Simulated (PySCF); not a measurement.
Si(3+) (silicon, charge +3) across methods

[Ne] 3s1, 2S determinant. All numbers are calculated (PySCF 2.14, no relativity, point nucleus, in def2-QZVPPD (10s6p5d2f1g, 76 functions)).

| method | E (hartree) | mean ε 2p α (eV) | mean ε 2p β (eV) | mean ε 3s α (eV) | Σ⟨r²⟩ (bohr²) | ⟨S²⟩ |
| --- | --- | --- | --- | --- | --- | --- |
| LC-wPBE | -287.1440 | -138.02 | -137.72 | -44.547 | 6.829 | 0.750 |
| PBE0 | -287.1310 | -137.45 | -137.11 | -41.525 | 6.836 | 0.750 |
| r2SCAN | -287.2297 | -134.08 | -133.80 | -40.549 | 6.842 | 0.750 |
| BP86 | -287.2678 | -132.22 | -131.93 | -40.437 | 6.811 | 0.750 |
| PBEsol | -286.5750 | -131.90 | -131.59 | -40.266 | 6.833 | 0.750 |
| LDA | -286.0850 | -132.15 | -131.85 | -40.427 | 6.821 | 0.750 |
| PW91 | -287.2276 | -132.30 | -131.98 | -40.416 | 6.826 | 0.750 |
| PBE | -287.1024 | -132.09 | -131.77 | -40.317 | 6.833 | 0.750 |

Question: Estimate the same row for UHF.

Answer: E (hartree) = -286.82141; mean ε 2p α (eV) = -152.23; mean ε 2p β (eV) = -151.83; mean ε 3s α (eV) = -44.671; Σ⟨r²⟩ (bohr²) = 6.890; ⟨S²⟩ = 0.750.
